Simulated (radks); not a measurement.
Initial-state core-level shifts of the zinc ion Zn+ when its valence configuration changes from [Ar] 3d10 4s1. All-electron calculation, scalar-relativistic Kohn-Sham, BLYP, spin-polarised, spherical densities, finite nucleus; open shells are filled with parallel spins first; Fermi nuclear charge, rms radius 3.9283 fm. Program: a radial shooting solver on a logarithmic mesh with Libxc functionals. Shifts are changes of the shell-averaged eigenvalues in eV (positive: less bound); the change of the density at the nucleus, which sets a Mossbauer isomer shift, is in e/bohr^3, on a base of 2.534e+04.

valence                1s       2s       3s       3p  density at nucleus
3d9 4s2            -7.630   -8.459   -7.409   -7.231             +17.563
3d9 4s1 4p1        -9.189   -9.954   -8.966   -8.783              +4.966
3d10 4p1           -1.819   -1.714   -1.812   -1.814             -11.567
3d10 4s0.5 4p0.5   -0.923   -0.871   -0.920   -0.921              -5.683
3d9.5 4s1 4p0.5    -4.463   -4.813   -4.393   -4.307              +2.321
3d7.5 4s1 4p2.5   -24.804  -27.170  -23.502  -22.983             +14.642
3d8 4s1 4p2       -19.372  -21.149  -18.542  -18.140             +11.142
3d9.5 4s1.5        -3.656   -4.046   -3.585   -3.500              +8.179
3d8.5 4s1.5 4p1   -13.516  -14.778  -13.037  -12.752             +15.008
